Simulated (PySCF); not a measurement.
Give a PBE0-D3(BJ)/def2-SVP geometry of `[PH2+]([BH3-])c1ccccc1`.

```
atom  x, y, z in Å
B1     2.9252    0.6276    0.2721
P2     1.6851   -0.7707   -0.1540
C3    -0.0847   -0.3744   -0.0761
C4    -0.7867   -0.5215    1.1253
C5    -2.1241   -0.1398    1.2024
C6    -2.7656    0.3953    0.0864
C7    -2.0665    0.5516   -1.1096
C8    -0.7290    0.1717   -1.1918
H9     2.6381    0.9254    1.4221
H10    4.0243    0.1116    0.1370
H11    2.6662    1.4966   -0.5477
H12    1.8093   -1.3424   -1.4452
H13    1.7666   -1.9437    0.6377
H14   -0.2898   -0.9344    2.0073
H15   -2.6679   -0.2605    2.1421
H16   -3.8147    0.6934    0.1495
H17   -2.5648    0.9731   -1.9856
H18   -0.1861    0.3030   -2.1316
```

Orientation and origin are arbitrary. Atoms count from 1 in this order. P2 (phosphorus bonded to B, C and 2 H) is distorted tetrahedral (angles from 99.8° to 117.5°). B1 (four-coordinate boron) is distorted tetrahedral (angles from 103.4° to 114.7°). The 6-membered ring C3–C4–C5–C6–C7–C8 has internal angles of 119.6° to 120.2°; it is planar, 0.00 Å rms from its mean plane, widest ring torsion 1°.

Bonds between heavy atoms (Å): B1–P2 1.917, P2–C3 1.815, C3–C4 1.399, C4–C5 1.393, C5–C6 1.394, C6–C7 1.394, C7–C8 1.393, C3–C8 1.399.

Computed, not measured: PBE0-D3(BJ)/def2-SVP geometry optimisation, gas phase in PySCF 2.14.0.

Point group: Cs (tolerance 0.08 Å). No PBE0-D3(BJ)/def2-SVP frequencies stand behind this structure, so it isn't proved a minimum. One conformer, not necessarily the lowest (B1–P2–C3–C4 -88°).
